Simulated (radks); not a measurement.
Task: Radial electron density D(r) = 4 pi r^2 rho(r) of an atom or ion with 54 electrons. Method: Dirac Kohn-Sham, PBEsol, spin-unpolarised, spherical densities, point nucleus; computed with a radial shooting solver on a logarithmic mesh with Libxc functionals.

r (bohr)  D(r) (e/bohr)
0.002919          12.32
0.003894          18.82
0.005193          27.78
0.006927          39.14
0.009238          51.88
0.01232           63.57
0.0163            70.51
0.02174           70.45
0.029             64.96
0.03868           62.39
0.05159           71.33
0.06881           86.86
0.09105           89.64
0.1214            73.95
0.162             65.40
0.216             75.59
0.2881            68.23
0.3843            37.12
0.5125            25.73
0.6781            29.85
0.9045            21.24
1.206             9.771
1.609             5.977
2.146             4.277
2.862             2.045
3.787            0.5950
5.051           0.09398
6.737          0.007433

What is the nuclear charge?

Result: Z = 54. The innermost maximum, from 1s, lies near gamma/Z bohr with gamma = sqrt(1 - (Z/c)^2) = 0.919, here 0.017 bohr (found: 0.0187), and its height grows with Z. The density is that of neutral xenon in [Xe]; the configuration itself is not fixed sharply by these data, and Z only to a few units. D(r) has 4 maxima, at r = 0.0187, 0.0827, 0.236, 0.673 bohr, and minima at 0.0366, 0.156, 0.492 bohr, inside which lie 2.03, 11.21, 28.96 electrons.
